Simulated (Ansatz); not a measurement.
Isolated molecules relaxed with PBE0-D4/def2-TZVP in Ansatz; ΔE leaves out vibrations. CBS: MP2 limit from def2 TZ/QZ plus the TZ coupled-cluster correction, frozen cores. This one scheme is used for every species. Functionals use def2-TZVPP. B3LYP here is the variant with VWN-RPA as its local correlation; programs differ in this. HSE06 is defined as in plane-wave codes. One conformer a species, not always the lowest.

Consider the cleavage of the Si–B bond: `B[Si](O)(O)F` + NH₃ → `N[Si](O)(O)F` + BH₃.

`B[Si](O)(O)F`:

Cartesian coordinates in Å:
```
B 1.015 -1.250 0.284
Si -0.332 0.158 -0.186
O 0.200 1.704 -0.065
O -1.649 0.049 0.762
F -0.719 -0.103 -1.721
H 0.739 -2.206 0.944
H 2.140 -1.158 -0.113
H 0.851 2.007 -0.699
H -2.245 0.800 0.794
```

NH₃:

Cartesian coordinates in Å:
```
N 0.122 0.113 0.228
H -0.641 0.685 -0.113
H 0.779 0.008 -0.536
H -0.259 -0.806 0.420
```

`N[Si](O)(O)F`:

Cartesian coordinates in Å:
```
N -0.418 -0.236 -1.299
Si 0.261 0.170 0.192
O 0.491 -1.246 0.963
O -0.670 1.257 0.971
F 1.667 0.916 0.127
H -0.777 0.467 -1.921
H -0.132 -1.069 -1.785
H 1.163 -1.268 1.645
H -1.586 1.009 1.107
```

BH₃:

Cartesian coordinates in Å:
```
B 0.000 0.000 0.000
H -0.729 -0.650 0.686
H 0.910 0.596 0.492
H -0.181 0.054 -1.178
```

| level | ΔE (kJ/mol) | difference from CCSD(T)/CBS |
| --- | --- | --- |
| PBE-D4 | -77.8 | 18.9 |
| B97M-V | -91.8 | 4.9 |
| revPBE | -73.9 | 22.8 |
| B3LYP | -92.8 | 3.9 |
| r2SCANh | -97.3 | -0.6 |
| HSE06 | -87.3 | 9.4 |
| LC-ωPBE | -92.7 | 4.0 |
| HF/def2-SVP | -105.9 | -9.2 |
| CCSD/def2-SVP | -92.8 | 3.9 |
| CCSD(T)/def2-SVP | -90.8 | 5.9 |
| MP2/def2-TZVPP | -103.9 | -7.2 |
| SCS-MP2/def2-TZVPP | -103.4 | -6.7 |
| CCSD(T)/def2-TZVPP | -96.9 | -0.2 |
| MP2/def2-QZVPP | -104.0 | -7.3 |
| HF/CBS(def2) | -113.9 | -17.2 |
| MP2/CBS(def2) | -103.7 | -7.0 |
| CCSD(T)/CBS | -96.7 | 0 |

Largest T1 diagnostic among the species: 0.012.

From BLYP to BHLYP (50 % exact exchange), in def2-TZVPP and without D4, ΔE moves by −19.6 kJ/mol. At CCSD(T), def2-SVP lies +5.9 kJ/mol from the extrapolated value and def2-TZVPP −0.2 kJ/mol.
